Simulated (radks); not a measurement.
Results of a calculation; reference values are marked as such.
Coulomb parameter of the 4f shell of the ytterbium ion Yb2+ in the model configuration [Xe] 4f13 5d1, as a second difference U = [E(n + 0.5) + E(n - 0.5) - 2 E(n)] / (0.5)^2 with all orbitals relaxed. "Bare": the charge of the atom changes with n. "Screened": the 5d shell takes up the change at fixed total charge, which measures U(4f,4f) + U(5d,5d) - 2 U(4f,5d). Code: a radial shooting solver on a logarithmic mesh with Libxc functionals. Model: scalar-relativistic Kohn-Sham, PBE, spin-unpolarised, spherical densities, finite nucleus; Fermi nuclear charge, rms radius 5.3108 fm.

case               configuration  E - E(n) (eV)
start              [Xe] 4f13 5d1          0.000
bare +0.5        [Xe] 4f13.5 5d1         -9.952
bare -0.5        [Xe] 4f12.5 5d1         14.417
screened +0.5  [Xe] 4f13.5 5d0.5         -3.919
screened -0.5  [Xe] 4f12.5 5d1.5          5.248

U(bare) = 17.862 eV, U(screened by 5d) = 5.314 eV, against the Slater integral F0(4f,4f) = 34.602 eV with frozen orbitals.
